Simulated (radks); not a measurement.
Values are calculated unless marked as measured or tabulated.
These are the eigenvalues of the occupied orbitals of an atom or ion with whole-number occupations (eV). Level of theory: non-relativistic Kohn-Sham, exchange-only B88, spin-polarised, spherical densities, point nucleus (a radial shooting solver on a logarithmic mesh with Libxc functionals).

orbital  eigenvalue
1s up     -5867.437

Which element is it, and in what charge state? The configuration may be excited. Open shells, if any, are filled with parallel spins first.

Answer. Z = 21, scandium, charge +20: Sc20+ in 1s1. The 1s level, -215.62 hartree, gives Z - s = 20.8 by -(Z - s)^2/2, which with screening narrows Z to a few neighbours, and with so few levels the electron count can be read from the list.
